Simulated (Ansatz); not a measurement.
C2H7Sn (`C[CH2][SnH2]`) radical, relaxed with UKS PBE-D4/def2-SVP in Ansatz 0.2.0 from a rough embedded geometry. The force threshold is 0.03 eV/Å; the program also tests the step.

The species carries charge 0 and has multiplicity 2. Sn: def2 effective core potential.

Start:

```xyz
10

C    -0.103    0.505    1.013
C     0.858    0.111   -0.007
Sn   -0.166   -0.836   -1.601
H     0.387    0.970    1.865
H    -0.664   -0.354    1.469
H    -0.886    1.252    0.634
H     1.585   -0.623    0.414
H     1.378    0.956   -0.406
H    -1.359    0.272   -2.351
H    -1.030   -2.253   -1.031
```

(1) How much energy does the relaxation release, and in how many steps? (Best estimate.)

(2) Which bonds change most? (Best estimate.)

(3) Give the relaxed structure. (An estimate is asked.)

Results:

(1) The calculation gave: 23.45 kJ/mol, in 4 steps.

(2) Ansatz gave: C2–Sn3 from 2.119 to 2.211 Å; C1–C2 from 1.456 to 1.528 Å; C2–H8 from 1.070 to 1.109 Å; Sn3–H9 from 1.792 to 1.754 Å.

(3) Computed: 
```xyz
10

C    -0.135    0.527    1.066
C     0.867    0.100   -0.007
Sn   -0.160   -0.883   -1.701
H     0.377    1.023    1.922
H    -0.695   -0.336    1.482
H    -0.882    1.249    0.676
H     1.613   -0.623    0.380
H     1.425    0.962   -0.426
H    -1.357    0.236   -2.326
H    -1.052   -2.255   -1.066
```
